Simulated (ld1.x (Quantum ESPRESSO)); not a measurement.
**vanadium: variants of one PAW potential**

Base potential:

vanadium (V), PAW, made with ld1.x (Quantum ESPRESSO) 7.5 (LDA (PZ), scalar-relativistic). Core [Ne], reference 3s2 3p6 3d3 4s1.5 4p0.5. Waves: 3s (bound): rcut 1.25, rcutus 1.35 bohr; 4s (bound): rcut 1.25, rcutus 1.35 bohr; 3p (bound): rcut 1.40, rcutus 1.50 bohr; 4p (bound): rcut 1.40, rcutus 1.50 bohr; 3d (bound): rcut 1.60, rcutus 1.85 bohr; 3d channel at -0.1 Ry: rcut 1.60, rcutus 1.85 bohr. Local part: all-electron potential smoothed inside 1.00 bohr (lloc = -1). Core correction: a·sin(br)/r model core inside 0.60 bohr. Augmentation charge: BESSEL, radius 1.15 bohr.

Cutoffs, loose and tight: the cutoffs (Ry, on a coarse ladder) from which the occupation-weighted sum of valence levels, in a spherical-Bessel basis at the reference potential, stays within 10 and 1 mRy of its value at 400 Ry. They do not see the model core or the augmentation charge, which bear on the density cutoff. Test errors are all-electron minus pseudo excitation energies from the reference, over the configurations 3s2 3p6 3d3 4s2 4p0; 3s2 3p6 3d3 4s1 4p0; 3s2 3p6 3d3 4s0 4p0; 3s2 3p6 3d3 4s0 4p2; 3s2 3p6 3d3 4s1 4p1; 3s2 3p6 3d2 4s0 4p0; 3s2 3p6 3d2 4s2 4p1 (two spin-polarised tests are not counted in the largest error). A dash means not determined; rows that change the core or the reference have their own tests. The largest error is taken over the tests solved by every variant that gives reliable tests at all: 3s2 3p6 3d3 4s0 4p0; 3s2 3p6 3d3 4s0 4p2; 3s2 3p6 3d3 4s1 4p0; 3s2 3p6 3d3 4s1 4p1; 3s2 3p6 3d3 4s2 4p0.

Cutoffs are not given where the Bessel-basis levels miss the radial ones by over 6 mRy, ghosts where they miss by over 20 mRy; a channel whose overlap is not positive is not tested.

A file whose overlap is not positive is unfit for use, and its test errors describe a broken file.

```tsv
change	outcome	cutoff, loose	cutoff, tight	bound ghosts	largest test error (meV)
base	generated, overlap not positive	–	–	not determined (overlap not positive)	-1.6
core correction a·sin(br)/r model core inside 1.36 bohr	generated, overlap not positive	–	–	not determined (overlap not positive)	-1.6
local potential all-electron potential smoothed inside 1.60 bohr (lloc = -1)	generated, overlap not positive	–	–	not determined (overlap not positive)	-1.5
all radii but the core radius scaled by about 1.09 (s 1.48, p 1.64, d 2.02 bohr, rcut 1.38/1.54/1.76); local potential all-electron potential smoothed inside 1.10 bohr (lloc = -1); augmentation BESSEL, radius 1.26 bohr	generated, overlap not positive	–	–	not determined (overlap not positive)	-1.4
waves 3s (bound): rcut 1.25, rcutus 2.00 bohr; 4s (bound): rcut 1.25, rcutus 2.00 bohr	generated, overlap not positive	–	–	not determined (overlap not positive)	-1.7
functional Wu–Cohen	generated, overlap not positive	–	–	not determined (overlap not positive)	-1.6
wave 3d channel at -0.1 Ry: rcut 1.60, rcutus 1.85 bohr becomes 3d channel at 3.85 Ry: rcut 1.60, rcutus 1.85 bohr	generated, overlap not positive	–	–	not determined (overlap not positive)	-1.4
waves 3d (bound): rcut 1.60, rcutus 1.94 bohr; 3d channel at -0.1 Ry: rcut 1.60, rcutus 1.94 bohr	generated, overlap not positive	–	–	not determined (overlap not positive)	-1.6
```

(1) What comes out with this change to the base: reference 3s2 3p6 3d3 4s2 4p0?

(2) What comes out with this change to the base: waves 3p (bound): rcut 1.40, rcutus 2.18 bohr; 4p (bound): rcut 1.40, rcutus 2.18 bohr?

## Answers

(1) outcome: generated, overlap not positive; bound ghosts: not determined (overlap not positive); largest test error (meV): +3.9. A file whose overlap is not positive is unfit for use, and its test errors describe a broken file.

(2) outcome: generated; cutoff, loose: 30 Ry; cutoff, tight: 50 Ry; bound ghosts: none; largest test error (meV): -1.8.
